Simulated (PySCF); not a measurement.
# input.py for SrSe

The script input.py:

```python
from pyscf import gto, scf

mol = gto.M(
    atom='Sr 0 0 0; Se 0 0 2.758',
    basis='ano-rcc-vdzp',
    charge=0,
    spin=0,
    verbose=4,
)
mf = scf.RHF(mol)
mf = mf.sfx2c1e()
mf.kernel()
mf.dip_moment()
print('orbital energies (hartree):', mf.mo_energy[..., max(0, mol.nelec[1]-3):mol.nelec[0]+3].round(4))
```

```bash
$ OMP_NUM_THREADS=1 python input.py
```

Output (some set-up lines removed):

```
PySCF version 2.14.0

[INPUT] Symbol           X                Y                Z      unit          X                Y                Z       unit  Magmom
[INPUT]  1 Sr     0.000000000000   0.000000000000   0.000000000000 AA    0.000000000000   0.000000000000   0.000000000000 Bohr   0.0
[INPUT]  2 Se     0.000000000000   0.000000000000   2.758000000000 AA    0.000000000000   0.000000000000   5.211864651550 Bohr   0.0

nuclear repulsion = 247.895923317128
number of shells = 6
number of NR pGTOs = 266
number of NR cGTOs = 58
basis = ano-rcc-vdzp
ecp = {}

******** <class 'pyscf.x2c.sfx2c1e.sfX2C1eRHF'> ********
method = sfX2C1eRHF
initial guess = minao
damping factor = 0
level_shift factor = 0
DIIS = <class 'pyscf.scf.diis.CDIIS'>
SCF conv_tol = 1e-09
SCF max_cycles = 50

******** <class 'pyscf.x2c.sfx2c1e.SpinFreeX2CHelper'> ********
approx = 1e
xuncontract = 1
Initial guess from minao.
init E= -5605.36337332198
  HOMO = -0.300611076241215  LUMO = -0.125584680263601  gap/eV = 4.76271
cycle= 1 E= -5605.27711626079  delta_E= 0.0863  |g|= 0.423  |ddm|= 2.31
  HOMO = -0.113149902176515  LUMO = -0.0512091837092077  gap/eV = 1.68549
cycle= 2 E= -5605.26650629831  delta_E= 0.0106  |g|= 0.488  |ddm|= 1.56
  HOMO = -0.238667726521598  LUMO = -0.0535014195163774  gap/eV = 5.03863
cycle= 3 E= -5605.36961664509  delta_E= -0.103  |g|= 0.0323  |ddm|= 0.849
  HOMO = -0.236990861605742  LUMO = -0.045792068046739  gap/eV = 5.20278
cycle= 4 E= -5605.37014329199  delta_E= -0.000527  |g|= 0.0087  |ddm|= 0.0486
  HOMO = -0.235915690380777  LUMO = -0.0454628129636419  gap/eV = 5.18249
cycle= 5 E= -5605.37021236222  delta_E= -6.91e-05  |g|= 0.00402  |ddm|= 0.0224
  HOMO = -0.234452959381794  LUMO = -0.0454713615641851  gap/eV = 5.14245
cycle= 6 E= -5605.37023423414  delta_E= -2.19e-05  |g|= 0.00199  |ddm|= 0.016
  HOMO = -0.233521262759203  LUMO = -0.0456461034730773  gap/eV = 5.11234
cycle= 7 E= -5605.3702427996  delta_E= -8.57e-06  |g|= 0.000872  |ddm|= 0.0116
  HOMO = -0.232913946610479  LUMO = -0.0458396500803477  gap/eV = 5.09055
cycle= 8 E= -5605.37024614282  delta_E= -3.34e-06  |g|= 0.000181  |ddm|= 0.0118
  HOMO = -0.232834998861967  LUMO = -0.0458795736044133  gap/eV = 5.08732
cycle= 9 E= -5605.37024627126  delta_E= -1.28e-07  |g|= 2.93e-05  |ddm|= 0.00261
  HOMO = -0.232829102553785  LUMO = -0.0458795361036246  gap/eV = 5.08716
cycle= 10 E= -5605.370246273  delta_E= -1.75e-09  |g|= 6.03e-06  |ddm|= 0.000289
  HOMO = -0.232829341296459  LUMO = -0.0458805545294443  gap/eV = 5.08714
cycle= 11 E= -5605.37024627306  delta_E= -5.91e-11  |g|= 2.03e-06  |ddm|= 5.01e-05
  HOMO = -0.232828691674558  LUMO = -0.04588060284198  gap/eV = 5.08712
Extra cycle  E= -5605.37024627306  delta_E= -9.09e-13  |g|= 9.88e-07  |ddm|= 7.77e-06
converged SCF energy = -5605.37024627306
Dipole moment(X, Y, Z, Debye):  0.00000,  0.00000, -15.02584
orbital energies (hartree): [-0.2465 -0.2328 -0.2328 -0.0459  0.0342  0.0342]
```

In short: E(SCF) = -5605.370246 Eh, 11 cycles, μz(SCF) = -15.03 D.

Hardware: Arm Neoverse V2, 1 thread, shared host. Wall time 6.9 s, peak memory 0.15 GiB.

Stability towards an unrestricted solution was not tested. The bond length is a typed value, not an optimised one.
